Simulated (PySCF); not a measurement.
**Bond length, frequency and bond energy of SbO by level of theory**

State: ²Π (doublet), unpaired electrons π ↑. Set-up: PySCF, scalar-relativistic core potentials, basis sets Sb cc-pVDZ-PP with ECP28, O cc-pVDZ. De refers to Sb + O in their high-spin ground configurations, without counterpoise correction. The functionals are run spin-unrestricted. A positive dipole means Sb(−)O(+). Levels whose curve was spin-contaminated or gave no clean fit are not listed.

```csv
Level,Re (Å),ωe (cm⁻¹),De (eV),μ (D)
UHF-CCSD,1.851,818,2.52,n/a
UHF-CCSD(T),1.879,754,2.95,n/a
PBE,1.870,788,4.38,-3.03
BLYP,1.881,769,4.45,-3.02
r²SCAN,1.851,825,3.70,-3.22
PBE0,1.837,850,3.40,-3.40
r²SCAN0,1.827,878,2.94,-3.50
```

Question: Which functional lies closest to UHF-CCSD(T) in De, which farthest, and by how much do they differ from it?

Answer: Closest is r²SCAN0 (-5.2 pm in Re, +16.4 % in ωe, -0.01 eV in De against UHF-CCSD(T) in the same basis), farthest BLYP (+0.2 pm in Re, +2.0 % in ωe, +1.50 eV in De). CCSD(T) converges more slowly with the basis than the functionals do and binds too weakly in this one, so the order can change at the basis-set limit.

Question: What does a quarter of exact exchange do here, going from PBE to PBE0?

Answer: PBE0 less PBE: -3.3 pm in Re, +7.9 % in ωe, -0.98 eV in De. Exact exchange removes part of the self-interaction that spreads semilocal densities, and in most molecules shortens and stiffens the bond and lowers De; so it does here.

Question: What does the step from GGA to meta-GGA do here, going from PBE to r²SCAN?

Answer: r²SCAN less PBE: -1.9 pm in Re, +4.7 % in ωe, -0.68 eV in De. 

Correlated steps freeze 5 core orbitals. Correlated levels converge slowly with the basis: in double zeta they bind strong bonds too weakly, by up to about 1 eV, and carry superposition errors of some tenths. Spin–orbit coupling is left out, which matters for elements this heavy, above all for dissociation energies. The state is the lowest determinant that a PBE0 search found; another state may lie lower at other levels.
